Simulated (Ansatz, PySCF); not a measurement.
CH3S (SMILES [CH2]S), doublet, at a GFN2-xTB geometry. Base run: WB97M-V/6-311G** (PySCF).

Geometry (Å):
```xyz
5

C     -1.0215     0.4671     0.1406
S      0.4906    -0.3076    -0.0604
H     -1.8784    -0.1656     0.0301
H     -1.1016     1.5183    -0.0433
H      1.2594     0.7663     0.1357
```
Charge 0, spin multiplicity 2.
Orbitals are unrestricted.
All else is at PySCF's defaults.

The same geometry, method and basis name were run in Ansatz (a first-principles code) and PySCF, at each program's defaults and at the settings that a row names. The base is PySCF at its defaults. Differences at the defaults can come from grids, fitting, cores and function types together.

| code and settings | ΔE vs base (mEh) | basis functions | E (Eh) | SCF cycles | dipole (D) |
|---|---|---|---|---|---|
| PySCF, defaults (exact integrals, its default grid, spherical functions) | 0.000 | 62 | -438.00174 | 11 | 1.03 |
| Ansatz, defaults (factorised integrals, its default grid, Cartesian functions) | -0.306 | 63 | -438.00205 | - | - |
| PySCF, density fitting with def2-universal-jkfit | -0.045 | 62 | -438.00179 | 11 | 1.03 |
| PySCF, fine grid | 0.000 | 62 | -438.00174 | 11 | 1.03 |
| Ansatz, high accuracy, Cartesian functions as the basis file defines them | -0.309 | 63 | -438.00205 | - | - |

Open shells are given as the SCF converged; they aren't shown to be the lowest states, and a large step between rows can be another state.
